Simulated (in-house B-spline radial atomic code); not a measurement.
What moves the levels of In II (In+) ([Kr] 4d10 5s2)? Computed with a radial B-spline atomic code at the basis-set limit: Dirac-Hartree-Fock, average of configuration, Fermi nucleus of rms radius 4.6156 fm.

Baseline run (computed): total energy -5880.2436 hartree, 1s1/2 at -1033.043 hartree, 5s1/2 at -17.3 eV with <r> = 2.583 bohr.

Scaling the speed of light c (a factor of 100 is close to the non-relativistic limit):

| c/c0 | ΔE (hartree) | 5s1/2 level (eV) | 5s1/2 <r> (bohr) |
| --- | --- | --- | --- |
| 0.9 | -35.673 | -17.5113 | 2.557 |
| 0.98 | -6.1879 | -17.3361 | 2.578 |
| 1.02 | 5.7959 | -17.2659 | 2.587 |
| 1.5 | 80.156 | -16.8439 | 2.642 |
| 100 | 140.32 | -16.5186 | 2.687 |

Changing the nucleus:

```csv
nucleus,ΔE (eV)
Gaussian nucleus of rms radius 4.6156 fm,-0.0123
uniform spherical nucleus of rms radius 4.6156 fm,0.00466
Gaussian nucleus of rms radius 0.01 fm,-3.86
Fermi nucleus of rms radius 4.5233 fm,-0.143
Fermi nucleus of rms radius 4.7079 fm,0.145
```

A larger nucleus binds the electrons less, roughly as the density at the nucleus times the change of the nuclear <r²>. At equal rms radius the shape enters only through higher moments. A radius of 0.01 fm is nearly a point.

The nuclear charge is raised by 0.1. What does the Hellmann-Feynman theorem predict for the energy, and what is found?

dE/dZ ≈ -Σ<1/r>, which is -291.041 at the start and -291.863 at the end; their mean times 0.1 is -29.145 hartree, and the two runs differ by -29.145 hartree.
